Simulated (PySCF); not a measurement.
C₄H₆BFO, SMILES CC#CB(F)CO.

Coordinates come from a B3LYP-D3(BJ)/def2-SVP optimisation. This is a generated structure with no PubChem entry under its InChIKey; it may be hypothetical. Other conformers were not sampled.

Level of theory: TDA-ωB97X/def2-SVPD in PySCF.

Vertical excitations. The molecule is in vacuum.

Computed excitation energies, oscillator strengths and character:
```
state  energy (eV)  λ (nm)      f                                                  main pairs
-----  -----------  ------  -----  ----------------------------------------------------------
S1            4.90     253  0.000                                              HOMO→LUMO 95 %
S2            5.87     211  0.081        HOMO−1→LUMO 65 %, HOMO→LUMO+4 13 %, HOMO→LUMO+2 13 %
S3            6.73     184  0.003                                            HOMO−3→LUMO 67 %
S4            6.82     182  0.001    HOMO−1→LUMO+4 33 %, HOMO−1→LUMO+2 31 %, HOMO−3→LUMO 21 %
S5            6.87     181  0.027                                            HOMO−2→LUMO 92 %
S6            7.34     169  0.003                      HOMO−2→LUMO+2 48 %, HOMO−2→LUMO+1 34 %
S7            7.81     159  0.031                          HOMO→LUMO+1 62 %, HOMO→LUMO+3 17 %
S8            8.13     152  0.032                      HOMO−1→LUMO+1 61 %, HOMO−1→LUMO+3 15 %
S9            8.54     145  0.251    HOMO−3→LUMO+2 39 %, HOMO−3→LUMO+1 26 %, HOMO→LUMO+2 16 %
S10           8.80     141  0.026  HOMO−2→LUMO+1 31 %, HOMO−2→LUMO+2 24 %, HOMO−2→LUMO+3 16 %
T1            4.44     279      0                                            HOMO−1→LUMO 82 %
T2            4.57     271      0                                              HOMO→LUMO 92 %
T3            5.54     224      0                          HOMO→LUMO+4 46 %, HOMO→LUMO+2 35 %
T4            6.25     198      0                                            HOMO−3→LUMO 79 %
```
Triplets are in the Tamm–Dancoff approximation.
